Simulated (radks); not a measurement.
Values are calculated unless marked as measured or tabulated.
Spherical quantum dot in the effective-mass picture: electrons in a well V = -V0 / (1 + exp((r - R)/a)) with V0 = 22.2, R = 2.42, a = 0.082, all in effective atomic units (hartree* = m*/eps^2 hartree, bohr* = eps/m* bohr), one dielectric constant everywhere. Level of theory: non-relativistic Kohn-Sham, PBE, spin-polarised, spherical densities (a radial shooting solver with Libxc functionals). Levels are named by radial order and angular momentum (1s, 1p, 1d, 2s, ...), and open shells are averaged over m.

N = 6, configuration 1s2 1p(up 3, down 1). This is the lowest configuration that the search found. Occupied and some empty levels:

level,occupation,eigenvalue (hartree*),<r> (bohr*)
1s up,1,-18.258,1.395
1s down,1,-18.170,1.386
1p up,3,-17.603,1.559
1p down,1,-17.505,1.557
1d up,0,-16.669,1.670
1d down,0,-16.568,1.670
2s up,0,-15.802,1.210
2s down,0,-15.752,1.210
1f up,0,-15.497,1.753
1f down,0,-15.396,1.754

Energy (hartree*): total -116.684, kinetic 7.3121, external -131.97, Hartree 10.780, exchange-correlation -2.8037.
